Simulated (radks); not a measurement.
Values are calculated unless marked as measured or tabulated.
Question: Spherical quantum dot in the effective-mass picture: electrons in a parabolic well V = omega^2 r^2 / 2 with omega = 0.211, all in effective atomic units (hartree* = m*/eps^2 hartree, bohr* = eps/m* bohr), one dielectric constant everywhere. Level of theory: non-relativistic Kohn-Sham, PBEsol, spin-polarised, spherical densities (a radial shooting solver with Libxc functionals). Levels are named by radial order and angular momentum (1s, 1p, 1d, 2s, ...), and open shells are averaged over m. Results are scaled to m* = 0.059 and eps = 8.9, for which hartree* = 20.27 meV and bohr* = 7.983 nm. At N = 6 the configuration is 1s2 1p(up 3, down 1). Does electron 7 go into 1d up or 1d down or 1p down?

Answer: Into 1p down. The total energies of the other choices lie higher by 1.94 meV (1d up), 2.41 meV (1d down).
